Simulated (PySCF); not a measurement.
# Dipole response of Hg (mercury, neutral)

[Xe] 4f14 5d9 6s2 6p1, one real determinant (an excited configuration). Computed with PySCF 2.14 in aug-cc-pVTZ-PP with ECP60MDF (6s6p5d3f2g, 88 functions), with scalar relativity through the core potential. Coupled (time-dependent) response in atomic units; α is the mean over directions.

```csv
method,mean α (bohr³),"α xx, yy, zz",C₆ (like pair),S(−4)
wB97X,65.34,"50.62, 50.62, 94.80",718.0,2436
```

S(−4) is the Cauchy moment in α(ω) = α(0) + S(−4) ω² + …

Spin-orbit coupling is absent.

α(iu) at wB97X:

```
u (hartree)  α(iu) (bohr³)
          0          65.34
     0.0500          60.11
      0.100          50.15
      0.200          33.77
      0.300          23.95
      0.500          14.23
      0.750          9.078
       1.00          6.527
       1.50          4.003
       2.00          2.754
       3.00          1.544
       5.00         0.6783
```

A single London oscillator, α(iu) = α/(1 + u²/ω²), gives C₆ = (3/4) ω α². Matching the computed C₆ needs ω = 4 × 718.0 / (3 × 65.34²) = 0.224 hartree.

The components differ because the open shell of this determinant is not spherical; for a pure term their mean is the scalar polarisability.

⟨L²⟩ = 8.00 against 12 for a pure F term, so this real determinant mixes terms. Energies and moments cover only the electrons outside the core potential. Spin-orbit coupling, absent here, splits the open shell strongly.
